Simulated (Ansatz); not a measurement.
`CBN(C)C` + PH₃ → `CBP` + `CNC` at 600 K and 1 bar (ligand exchange at a B–N bond).

Calculated with Ansatz (gas phase, PBE0-D4/def2-TZVP geometries, no zero-point term in ΔE). CCSD(T)/CBS is the MP2 limit (def2-TZVPP, def2-QZVPP) plus CCSD(T) − MP2 in def2-TZVPP, frozen cores. This one scheme is used for every species. One conformer a species, not always the lowest.

```json
{"species": "`CBN(C)C`", "CCSD(T)/CBS energy (Eh)": "-199.71235", "H − E (kJ/mol)": "416.6", "S (J/(mol·K))": "440.0"}
{"species": "PH₃", "CCSD(T)/CBS energy (Eh)": "-342.72256", "H − E (kJ/mol)": "86.3", "S (J/(mol·K))": "240.2"}
{"species": "`CBP`", "CCSD(T)/CBS energy (Eh)": "-407.38441", "H − E (kJ/mol)": "222.4", "S (J/(mol·K))": "369.6"}
{"species": "`CNC`", "CCSD(T)/CBS energy (Eh)": "-135.00321", "H − E (kJ/mol)": "284.6", "S (J/(mol·K))": "333.5"}
```

H − E and S are ideal-gas, rigid-rotor, harmonic terms from PBE0-D4/def2-TZVP, for one conformer and one mirror image of each species. 1 Eh = 2625.50 kJ/mol, R = 8.31446 J/(mol·K).

Question: By hand: ΔE, ΔH, ΔS and ΔG.

Answer: ΔE = (-407.38441) + (-135.00321) − (-199.71235) − (-342.72256) = 0.04729 Eh = 124.2 kJ/mol. Δ(H − E) = 222.4 + 284.6 − 416.6 − 86.3 = 4.1, so ΔH = 128.3 kJ/mol. ΔS = 369.6 + 333.5 − 440.0 − 240.2 = 22.9 J/(mol·K). ΔG = 128.3 − 600 × (22.9)/1000 = 114.6 kJ/mol.

Question: By hand: the equilibrium constant, and the temperature at which ΔG would vanish if ΔH and ΔS stayed fixed.

Answer: log₁₀ K = −ΔG/(RT ln 10) = -10.0. ΔG = 0 at ΔH/ΔS = 5603 K, far beyond where these terms or the molecules hold.

ΔH outweighs TΔS. A doubt of 5 kJ/mol in ΔE shifts log₁₀ K by 0.4 here. Other conformers and mirror images would add mixing entropy, several J/(mol·K) or more a flexible species. These are equilibria of isolated gas molecules and say nothing of rates. Largest T1 diagnostic: 0.015 (customary marks: 0.02 for closed shells, 0.045 for open ones).
